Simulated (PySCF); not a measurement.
# Sc⁺ (scandium, charge +1) across methods

[Ar] 4s2, closed-shell 1S (an excited configuration). Calculation: PySCF 2.14, in aug-cc-pVDZ-DK (7s6p4d2f, 59 functions); scalar relativity by spin-free X2C-1e. The B2PLYP total includes its PT2 part (frozen core); its orbital energies are those of the SCF part.

| method | E (hartree) | mean ε 3s (eV) | mean ε 3p (eV) | mean ε 4s (eV) | Σ⟨r²⟩ (bohr²) | ⟨S²⟩ |
| --- | --- | --- | --- | --- | --- | --- |
| LDA | -761.867 | -67.903 | -46.388 | -11.518 | 35.36 | 0.000 |
| B3LYP | -763.883 | -71.530 | -48.480 | -11.968 | 35.64 | 0.000 |
| wB97X | -763.871 | -74.808 | -51.582 | -14.027 | 35.56 | 0.000 |
| B2PLYP | -763.650 | -76.747 | -51.479 | -12.564 | 36.11 | 0.000 |
| TPSS | -763.869 | -69.087 | -46.812 | -11.355 | 35.88 | 0.000 |
| PBE | -763.630 | -68.234 | -46.441 | -11.363 | 35.66 | 0.000 |
| PBE0 | -763.671 | -72.528 | -49.064 | -12.071 | 35.81 | 0.000 |
| UHF | -763.00510 | -84.075 | -55.680 | -13.370 | 36.94 | 0.000 |
| r2SCAN | -763.797 | -70.307 | -47.519 | -11.427 | 36.13 | 0.000 |
